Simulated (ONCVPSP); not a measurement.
# Transferability test, ONCV potential for Fe

iron (Fe), optimised norm-conserving Vanderbilt (ONCV), made with ONCVPSP 4.0.1 (PBE, scalar-relativistic). Core [Ne], reference 3s2 3p6 3d6.5 4s1.5. Waves: 3s+4s: rc 1.45 bohr, ncon 3, nbas 6, qcut 7.1 1/bohr, 2 projectors; 3p: rc 0.95 bohr, ncon 4, nbas 9, qcut 10.3 1/bohr, 3 projectors, debl 3 Ha; 3d: rc 1.65 bohr, ncon 4, nbas 9, qcut 7.4 1/bohr, 1 projector. Local part: polynomial inside 0.80 bohr (lpopt 5, dvloc0 -1 Ha). Core correction: polynomial model core, fcfact 0.7.

Energies are relative to the spin-unpolarised reference configuration 3s2 3p6 3d6.5 4s1.5; without spin polarisation the order of configurations can differ from experiment.

(1) Give the all-electron excitation energy and the error of the potential for: 3s2 3p6 3d6 4s2; 3s2 3p6 3d6 4s1; 3s2 3p6 3d6 4s0; 3s2 3p6 3d5 4s2.

## Answers

(1)

| valence configuration | charge | ΔE all-electron (eV) | error AE − PS (meV) |
| --- | --- | --- | --- |
| 3s2 3p6 3d6 4s2 | 0 | 0.727 | +11 |
| 3s2 3p6 3d6 4s1 | +1 | 9.457 | -1.1 |
| 3s2 3p6 3d6 4s0 | +2 | 25.660 | -16 |
| 3s2 3p6 3d5 4s2 | +1 | 14.934 | +155 |
